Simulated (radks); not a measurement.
Spherical quantum dot in the effective-mass picture: electrons in a hard-walled sphere of radius 2.41, all in effective atomic units (hartree* = m*/eps^2 hartree, bohr* = eps/m* bohr), one dielectric constant everywhere. Calculated with a radial shooting solver with Libxc functionals: non-relativistic Kohn-Sham, LDA (Slater exchange, Perdew-Wang correlation), spin-polarised, spherical densities. Levels are named by radial order and angular momentum (1s, 1p, 1d, 2s, ...), and open shells are averaged over m.

N = 20, configuration 1s2 1p6 1d10 1f(up 2, down 0). This is the lowest configuration that the search found. Occupied and some empty levels:

level    occupation  eigenvalue (hartree*)  <r> (bohr*)
1s up             1                 11.758        1.510
1s down           1                 11.795        1.505
1p up             3                 12.299        1.613
1p down           3                 12.340        1.611
1d up             5                 13.159        1.688
1d down           5                 13.203        1.687
1f up             2                 14.296        1.746
1f down           0                 14.342        1.746
2s up             0                 14.492        1.103
2s down           0                 14.509        1.104
1g up             0                 15.687        1.793
1g down           0                 15.734        1.793
2p up             0                 16.080        1.267
2p down           0                 16.102        1.267
2d up             0                 17.923        1.376
2d down           0                 17.949        1.375

Energy (hartree*): total 151.113, kinetic 53.203, external 0, Hartree 110.77, exchange-correlation -12.864.

Electron density:

r (bohr*)  n(r) (e/bohr*^3)
0.128               0.04977
0.307               0.06292
0.487               0.09166
0.667                0.1431
0.848                0.2241
1.03                 0.3373
1.21                 0.4719
1.39                 0.5989
1.57                 0.6681
1.75                 0.6255
1.93                 0.4541
2.11                 0.2160
2.29                0.03702
